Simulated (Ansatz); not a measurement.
`O[SiH](O)S[SiH3]` + `O[Si](O)(F)F` → `O[SiH](O)O[Si](O)(F)F` + `[SiH3]S`  (ligand exchange at the Si–S bond)

Calculated with Ansatz (gas phase, PBE0-D4/def2-TZVP geometries, no zero-point term in ΔE). CBS: MP2 limit from def2 TZ/QZ plus the TZ coupled-cluster correction, frozen cores. DFT in def2-TZVPP. B3LYP here is the variant with VWN-RPA as its local correlation; programs differ in this. Each species was taken in one conformer, which may not be the lowest.

| level | ΔE (kcal/mol) | difference from CCSD(T)/CBS |
| --- | --- | --- |
| PBE0-D4 | -14.4 | 2.4 |
| ωB97X-V | -16.8 | 0.0 |
| ωB97M-V | -16.8 | 0.0 |
| PBE | -13.1 | 3.7 |
| r2SCAN | -15.8 | 1.0 |
| PBE0 | -14.4 | 2.4 |
| B3LYP | -17.8 | -1.0 |
| HF/def2-TZVPP | -21.5 | -4.7 |
| CCSD/def2-TZVPP | -18.6 | -1.8 |
| MP2/CBS(def2) | -15.3 | 1.5 |
| CCSD(T)/CBS | -16.8 | 0 |

Largest T1 diagnostic among the species: 0.012.

In def2-TZVPP, CCSD(T) changes the Hartree–Fock value by +3.9 kcal/mol (the triples alone add +0.9 kcal/mol) and MP2 by +5.3 kcal/mol. From PBE to PBE0 (25 % exact exchange), in def2-TZVPP and without D4, ΔE moves by −1.3 kcal/mol.
